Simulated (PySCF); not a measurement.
**How methods differ on the excitation energy of P**

P [Ne] 3s2 3p3 (4S) → P [Ne] 3s1 3p3 4s1 (6S), as a difference of total energies. Computed with PySCF 2.14 in aug-cc-pV(5+d)Z (8s7p6d4f3g2h, 136 functions), with no relativity, point nucleus. Correlated levels: valence: [Ne] frozen. The calculations carry no spin-orbit coupling.

```json
{"method": "UHF", "excitation energy (cm⁻¹)": "84983"}
{"method": "PW91", "excitation energy (cm⁻¹)": "100890"}
{"method": "B2PLYP", "excitation energy (cm⁻¹)": "102790"}
{"method": "MP2 (valence)", "excitation energy (cm⁻¹)": "98102"}
{"method": "SCS-MP2 (valence)", "excitation energy (cm⁻¹)": "102260"}
```

The upper state lies above the first ionisation limit, but in LS coupling its spin forbids autoionisation to the ground ion. A Rydberg-like electron needs more diffuse functions than a valence basis has.

The promoted electron is Rydberg-like, and one or two diffuse shells describe it only roughly, which tends to raise the upper state.
